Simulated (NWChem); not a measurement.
System: GeS, singlet; SMILES [S]=[Ge]

The following NWChem deck was run.

```
start job
memory heap 200 mb stack 900 mb global 1100 mb
geometry units angstroms noautosym nocenter noautoz
  Ge     0.000000     0.000000    -0.682473
  S      0.000000     0.000000     1.360821
end
basis spherical
  Ge library cc-pvtz
  S library cc-pvtz
end
dft
  xc pbe0
  iterations 150
end
property
  shielding
end
task dft property
```

Parts of the log:

```
             Northwest Computational Chemistry Package (NWChem) 7.3.0
             --------------------------------------------------------

                             Geometry "geometry" -> ""
                             -------------------------

 Output coordinates in angstroms (scale by  1.889725989 to convert to a.u.)

  No.       Tag          Charge          X              Y              Z
 ---- ---------------- ---------- -------------- -------------- --------------
    1 Ge                  32.0000     0.00000000     0.00000000    -0.68247300
    2 S                   16.0000     0.00000000     0.00000000     1.36082100

 Effective nuclear repulsion energy (a.u.)     132.5990050809

                              NWChem Property Module
                              ----------------------

  itol2e modified to match energy
  convergence criterion.

                                 NWChem DFT Module
                                 -----------------

 Summary of "ao basis" -> "ao basis" (spherical)
 ------------------------------------------------------------------------------
       Tag                 Description            Shells   Functions and Types
 ---------------- ------------------------------  ------  ---------------------
 Ge                         cc-pvtz                 15       43   6s5p3d1f
 S                          cc-pvtz                 12       34   5s4p2d1f

  itol2e modified to match energy
  convergence criterion.

            General Information
            -------------------
          SCF calculation type: DFT
          Wavefunction type:  closed shell.
          No. of atoms     :     2
          No. of electrons :    48
           Alpha electrons :    24
            Beta electrons :    24
          Charge           :     0
          Spin multiplicity:     1
          Use of symmetry is: off; symmetry adaption is: off
          Maximum number of iterations: 150
          AO basis - number of functions:    77
                     number of shells:    27
          Convergence on energy requested:  1.00D-07
          Convergence on density requested:  1.00D-05
          Convergence on gradient requested:  5.00D-04

              XC Information
              --------------
                         PBE0 Method XC Functional
                     Hartree-Fock (Exact) Exchange  0.250
          PerdewBurkeErnzerhof Exchange Functional  0.750
            Perdew 1991 LDA Correlation Functional  1.000 local
           PerdewBurkeErnz. Correlation Functional  1.000 non-local

             Grid Information
             ----------------
          Grid used for XC integration:  fine
          Radial quadrature: Mura-Knowles
          Angular quadrature: Lebedev.
          Tag              B.-S. Rad. Rad. Pts. Rad. Cut. Ang. Pts.
          ---              ---------- --------- --------- ---------
          Ge                  1.25      140           9.0       974
          S                   1.00      123          10.0       770
          Grid pruning is: on
          Number of quadrature shells:   263
          Spatial weights used:  Erf1

      Superposition of Atomic Density Guess
      -------------------------------------

 Sum of atomic energies:       -2472.83317470

      Non-variational initial energy
      ------------------------------

[...]

          -----------------------------------------
          Chemical Shielding Tensors (GIAO, in ppm)
          -----------------------------------------

                                NWChem CPHF Module
                                ------------------

  scftype          =     RHF
  nclosed          =       24
  nopen            =        0
  variables        =     1272
  # of vectors     =        3
  tolerance        = 0.10D-03
  level shift      = 0.00D+00
  max iterations   =       50
  max subspace     =       30

 SCF residual:    7.9977449300538950E-005

Iterative solution of linear equations
  No. of variables     1272
  No. of equations        3
  Maximum subspace       30
        Iterations       50
       Convergence  1.0D-04

   iter   nsub   residual    time
   ----  ------  --------  ---------
     1      3    9.57D-01     374.6
     2      6    2.77D-02     438.7
     3      9    1.60D-03     500.9
     4     12    6.26D-05     562.0

      Atom:    1  Ge
        Diamagnetic
   2754.4181      0.0000      0.0000
      0.0000   2754.4181     -0.0000
      0.0000     -0.0000   2760.5802

        Paramagnetic
  -3470.1185      0.0000      0.0000
      0.0000  -3470.1185      0.0000
      0.0000      0.0000     -0.0000

        Total Shielding Tensor
   -715.7004      0.0000      0.0000
      0.0000   -715.7004      0.0000
      0.0000      0.0000   2760.5802

           isotropic =     443.0598
          anisotropy =    3476.2805

          Principal Components and Axis System
                 1           2           3
             2760.5802   -715.7004   -715.7004

      1         0.0000     -0.6263      0.7796
      2         0.0000      0.7796      0.6263
      3         1.0000     -0.0000     -0.0000

      Atom:    2  S
        Diamagnetic
   1055.8734     -0.0000      0.0000
     -0.0000   1055.8734     -0.0000
      0.0000     -0.0000   1062.1528

        Paramagnetic
  -1911.6172     -0.0000      0.0000
     -0.0000  -1911.6171      0.0000
      0.0000      0.0000     -0.0000

        Total Shielding Tensor
   -855.7438     -0.0000      0.0000
     -0.0000   -855.7438      0.0000
      0.0000      0.0000   1062.1528

           isotropic =    -216.4449
          anisotropy =    1917.8966

          Principal Components and Axis System
                 1           2           3
             1062.1528   -855.7438   -855.7437

      1         0.0000      0.7176     -0.6965
      2         0.0000      0.6965      0.7176
      3         1.0000     -0.0000     -0.0000
```

Level: PBE0/cc-pVTZ, GIAO. Low-valent species are run as closed-shell singlets; no triplet was tried in these runs. The geometry was optimised at PBE-D3(BJ)/def2-SVP. The printed shielding anisotropy is the first printed principal value minus the mean of the other two.
